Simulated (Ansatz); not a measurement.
# Counterpoise correction, worked out

The pair of C2H4 (SMILES C=C, atoms 1–6) and SbH3 (SMILES [SbH3], atoms 7–10), both closed shells, in one local arrangement (a lower one may exist), relaxed at PBE0-D4/def2-TZVP:

```tsv
atom	x (Å)	y (Å)	z (Å)
C1	-0.4879	0.2075	-1.6390
C2	0.6383	-0.4530	-1.4182
H3	-1.4458	-0.2994	-1.6870
H4	-0.4993	1.2823	-1.7851
H5	1.5960	0.0542	-1.3711
H6	0.6492	-1.5278	-1.2728
Sb7	-0.6679	0.5111	1.9755
H8	-0.4252	0.4431	3.6704
H9	0.9640	0.9339	1.7127
H10	-0.3214	-1.1518	1.8146
```

Program: Ansatz 0.2.0. Basis: def2-TZVPPD. Cores are frozen in the correlated methods. Filled d shells of the heavier atoms are correlated. Core potentials replace the inner electrons of the atoms past krypton. The def2 sets are not built for correlating such inner shells, so the correlated values are less sure here.

MP2 total energies in eV:

| system | geometry | basis functions | energy |
| --- | --- | --- | --- |
| pair | pair | all | -8701.02621 |
| C2H4 | as in the pair | all (partner as ghosts) | -2133.42988 |
| SbH3 | as in the pair | all (partner as ghosts) | -6567.51499 |
| C2H4 | as in the pair | its own | -2133.42086 |
| SbH3 | as in the pair | its own | -6567.48661 |
| C2H4 | free (PBE0-D4 minimum) | its own | -2133.42029 |
| SbH3 | free (PBE0-D4 minimum) | its own | -6567.48827 |

(1) Work out the interaction energy with and without the counterpoise correction, the superposition error, and the binding energy from the relaxed fragments.

The T1 diagnostic stays at or below 0.015.

Results:

(1) Without correction: -8701.02621 − (-2133.42086) − (-6567.48661) = -0.11874 eV.
With correction (each fragment in the whole basis): -8701.02621 − (-2133.42988) − (-6567.51499) = -0.08134 eV = -1.88 kcal/mol.
The superposition error is the difference, 0.03740 eV, 31 % of the uncorrected value: each fragment borrows its partner's functions.
Deformation from the free shapes: -0.00057 eV for C2H4 and 0.00166 eV for SbH3 (a small negative value is possible, since the free shapes are minima of another method).
Binding energy from relaxed fragments: -0.08134 + (-0.00057) + 0.00166 = -0.08025 eV = -1.85 kcal/mol (electronic, without zero-point energy; negative means bound). For comparison, the corrected interaction energy by CCSD(T) at an estimated basis limit (MP2 extrapolated from triple and quadruple zeta, plus CCSD(T) − MP2 in triple zeta) is -0.077 eV.

For scale, one of the runs: CCSD(T)/def2-TZVPPD, 249 basis functions, launched by `ansatz run in.yaml --threads 4 --pin off --events-out ev --progress --plain --max-ram 9574MiB`. The run took 2.4 min on 4 CPU threads of an Arm Neoverse V2 (shared host), with 5.7 GiB of host memory at its peak.
